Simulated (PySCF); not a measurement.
## Level sweep

Al2Cl6.
Bonds: Cl1–Al2, Al2–Cl3, Al2–Cl4, Cl4–Al5, Al5–Cl6, Al5–Cl7, Al5–Cl8, Al2–Cl8.

PySCF, dipoles from the SCF density, polarisabilities from static response with core orbitals frozen. Isolated species at its PBE0-D3(BJ)/def2-SVP geometry, gas phase.

Q: How do dipole and polarisability depend on functional and basis here?

A: 

| level | α (Å³) | error (%) | anisotropy (Å³) |
| --- | --- | --- | --- |
| LDA/def2-SVPD | 19.12 | +6.9 | 4.62 |
| PBE/def2-SVPD | 18.95 | +5.9 | 4.50 |
| B3LYP/def2-SVPD | 18.22 | +1.9 | 4.10 |
| PBE0/def2-SVPD | 18.01 | +0.7 | 4.02 |
| BHandHLYP/def2-SVPD | 17.34 | -3.1 | 3.65 |
| CAM-B3LYP/def2-SVPD | 17.83 | -0.3 | 3.86 |
| wB97X-D/def2-SVPD | 17.75 | -0.8 | 3.84 |
| LC-wPBE/def2-SVPD | 17.33 | -3.1 | 3.66 |
| HF/def2-SVPD | 16.37 | -8.5 | 3.09 |
| PBE0/6-31G* | 14.01 | -21.7 | 4.11 |
| PBE0/def2-SVP | 13.06 | -27.0 | 3.97 |
| PBE0/6-31+G* | 15.69 | -12.3 | 4.45 |
| PBE0/aug-cc-pVDZ | 18.05 | +0.9 | 4.18 |
| PBE0/def2-TZVP | 16.60 | -7.2 | 4.16 |

Reference polarisability: 17.886 Å³ (measured, gas; NIST CCCBDB Release 22 (SRD 101), experimental polarizabilities). The anisotropy is √(½[(α1 − α2)² + (α2 − α3)² + (α3 − α1)²]). For the polarisability, the smallest error is 0.3% (CAM-B3LYP/def2-SVPD) and the largest 27.0% (PBE0/def2-SVP). The dipole stays under 0.05 D at every level. In one basis (def2-SVPD) the functionals order the polarisability from HF (lowest) to LDA (highest), a spread of 17%. With PBE0 the polarisability is 14.56 Å³ without diffuse functions (mean of 6-31G*, def2-SVP and def2-TZVP) and 17.25 Å³ with them (mean of 6-31+G*, def2-SVPD and aug-cc-pVDZ). Measured values can belong to vibrating molecules; the computed ones are for one fixed geometry.
